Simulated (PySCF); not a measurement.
Computed Raman spectrum (relative Raman activity) of a molecule CH₄Cl₂GeO. The structure is a stationary point at B3LYP-D3(BJ)/def2-SVP. Other conformers were not sampled. Level of theory: B3LYP-D3(BJ)/def2-SVP in PySCF. Frequencies are harmonic and unscaled.

Lines under 2 % of the strongest are left out, and lines within 2 cm⁻¹ are merged.

ν (cm⁻¹): 132 (vw), 140 (vw), 216 (vw), 400 (w), 424 (vw), 620 (w), 727 (w), 911 (vw), 1425 (m), 3055 (vs), 3165 (s), 3171 (s), 3834 (s) (against the strongest line: vs over 80 %, s over 45 %, m over 15 %, w over 4 %, vw less)

Task: Which molecule gave these data?
A) C[O][GeH]([Cl])[Cl]
B) [CH3][Ge]([OH])([Cl])[Cl]
C) O[CH2][GeH]([Cl])[Cl]

Result: B, [CH3][Ge]([OH])([Cl])[Cl]
